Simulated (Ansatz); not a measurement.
A nudged elastic band was laid between two geometries of CH5Ga + H2 (9 atoms, charge 0, multiplicity 1).

Computed with Ansatz 0.2.0, RKS PBE-D4/def2-mTZVP.

```yaml
movable_images: 9
climbing_image: yes
spring: 5.0 eV/Å²
optimiser: quadratic models (default)
start_path: through a guess of the saddle point
force_threshold: 0.03 eV/Å
iteration_limit: 60
end_points: relaxed
```

Initial state:

```xyz
9
Properties=species:S:1:pos:R:3
Ga 0.001 0.044 0.355
C 0.036 0.345 2.319
H -0.902 0.051 2.808
H 0.873 -0.170 2.809
H 0.171 1.425 2.496
H 1.348 -0.184 -0.449
H -1.361 0.142 -0.451
H -0.321 -2.437 0.193
H -0.276 -2.374 0.945
```

Final state:

```xyz
9
Properties=species:S:1:pos:R:3
Ga -0.086 -0.601 -0.424
C -0.018 -0.144 2.562
H -0.953 0.079 3.087
H 0.809 -0.246 3.275
H 0.213 0.683 1.877
H 1.341 0.057 -0.590
H -1.387 0.293 -0.501
H -0.216 -2.173 -0.294
H -0.133 -1.106 2.035
```

What changes between the two ends?

Bonds broken: Ga1–C2, H8–H9. Bonds formed: Ga1–H8, C2–H9. CH5Ga + H2 becomes CH4 + GaH3.

What energy profile does the band end with?

The forces met the threshold. The highest image is number 5 of 0 to 10, 1.19 eV above the first end and 1.60 eV above the last; the last end lies 0.41 eV below the first. A vibrational analysis at the climbing image gives one clearly imaginary mode, 1342i cm⁻¹: a first-order saddle point. The orbitals stay closed-shell, which can raise the energy where a bond breaks towards radicals; this wasn't checked here.

```json
{"image": "0", "path coordinate (Å)": "0.00", "energy (eV)": "0.00", "Ga1–C2 (Å)": "1.99", "H8–H9 (Å)": "0.76", "Ga1–H8 (Å)": "2.51"}
{"image": "1", "path coordinate (Å)": "0.35", "energy (eV)": "0.01", "Ga1–C2 (Å)": "1.99", "H8–H9 (Å)": "0.76", "Ga1–H8 (Å)": "2.46"}
{"image": "2", "path coordinate (Å)": "0.71", "energy (eV)": "0.06", "Ga1–C2 (Å)": "1.99", "H8–H9 (Å)": "0.76", "Ga1–H8 (Å)": "2.33"}
{"image": "3", "path coordinate (Å)": "1.06", "energy (eV)": "0.25", "Ga1–C2 (Å)": "2.01", "H8–H9 (Å)": "0.77", "Ga1–H8 (Å)": "2.14"}
{"image": "4", "path coordinate (Å)": "1.41", "energy (eV)": "0.72", "Ga1–C2 (Å)": "2.09", "H8–H9 (Å)": "0.85", "Ga1–H8 (Å)": "1.94"}
{"image": "5", "path coordinate (Å)": "1.77", "energy (eV)": "1.19", "Ga1–C2 (Å)": "2.22", "H8–H9 (Å)": "1.09", "Ga1–H8 (Å)": "1.78"}
{"image": "6", "path coordinate (Å)": "2.11", "energy (eV)": "0.63", "Ga1–C2 (Å)": "2.37", "H8–H9 (Å)": "1.42", "Ga1–H8 (Å)": "1.67"}
{"image": "7", "path coordinate (Å)": "2.46", "energy (eV)": "-0.05", "Ga1–C2 (Å)": "2.59", "H8–H9 (Å)": "1.72", "Ga1–H8 (Å)": "1.60"}
{"image": "8", "path coordinate (Å)": "2.81", "energy (eV)": "-0.32", "Ga1–C2 (Å)": "2.78", "H8–H9 (Å)": "2.02", "Ga1–H8 (Å)": "1.59"}
{"image": "9", "path coordinate (Å)": "3.15", "energy (eV)": "-0.40", "Ga1–C2 (Å)": "2.93", "H8–H9 (Å)": "2.32", "Ga1–H8 (Å)": "1.58"}
{"image": "10", "path coordinate (Å)": "3.50", "energy (eV)": "-0.41", "Ga1–C2 (Å)": "3.02", "H8–H9 (Å)": "2.56", "Ga1–H8 (Å)": "1.58"}
```

What is the geometry of the highest image?


```xyz
9
Properties=species:S:1:pos:R:3
Ga -0.045 -0.269 0.029
C -0.021 -0.045 2.241
H -0.984 -0.173 2.751
H 0.782 -0.497 2.840
H 0.191 1.034 2.201
H 1.419 -0.100 -0.482
H -1.463 0.155 -0.459
H -0.185 -1.969 0.524
H -0.124 -1.295 1.380
```

What are the harmonic wavenumbers there?

1342i, 80, 383, 399, 584, 617, 659, 729, 759, 929, 1158, 1210, 1432, 1469, 1586, 1873, 1978, 2001, 2974, 3041, 3076 cm⁻¹.

The band took 8 iterations and of the order of 2.4 core-minutes.

Run time: 2.4 min on 1 thread of Arm Neoverse V2 (shared host), peak memory 0.14 GiB.
